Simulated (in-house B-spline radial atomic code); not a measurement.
## Kr IX (Kr8+): [Ar] 3d10

Computed with a B-spline radial code for spherical atoms: non-relativistic BHandHLYP, spin-polarised, spherical fractional occupations, point nucleus.

Effective charges: Z_r = [3n² - l(l+1)]/(2<r>) from the radius, Z_e = n√(-2ε) from the energy, and Slater's rules. Values are occupation-weighted means over spin.

```csv
shell,electrons,ε (eV),<r> (bohr),Z_r,Z_e,Slater
1s,2,-14169,0.04244,35.34,32.27,35.70
2s,2,-1991.3,0.1875,32.00,24.20,31.85
2p,6,-1812,0.1618,30.90,23.08,31.85
3s,2,-408.1,0.5374,25.12,16.43,24.75
3p,6,-343.38,0.5401,23.15,15.07,24.75
3d,10,-227.34,0.5392,19.47,12.26,14.85
```

The least bound orbital is 3d at -227.3 eV, while the most diffuse is 3p (<r> = 0.5401 bohr against 0.5392 bohr): energy order and size order differ.
